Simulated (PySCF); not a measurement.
Radial density of Pm(2+) (promethium, charge +2)

CAM-B3LYP, [Xe] 4f4 5d1, one real determinant (an excited configuration). Computed with PySCF 2.14 in x2c-TZVPPall, with scalar relativity by spin-free X2C-1e.

```
r (bohr)  4πr²ρ (e/bohr)  4πr²(ρα − ρβ)
  0.0267           71.75         0.0019
  0.0450           83.60         0.0045
  0.0757           106.2         0.0109
   0.127           78.94         0.0721
   0.214           92.23         0.5063
   0.360           38.46         2.3977
   0.606           41.71         4.4453
    1.02           14.06         2.8789
    1.71           6.717         1.1125
    2.88          0.8527         0.3189
    4.85         0.04214         0.0393
```

Densities and radii are taken from the X2C orbitals without a picture-change correction, which distorts them close to the nucleus.

⟨L²⟩ = 39.97 against 72 for a pure L term, so this real determinant mixes terms. Spin-orbit coupling, absent here, splits the open shell strongly.
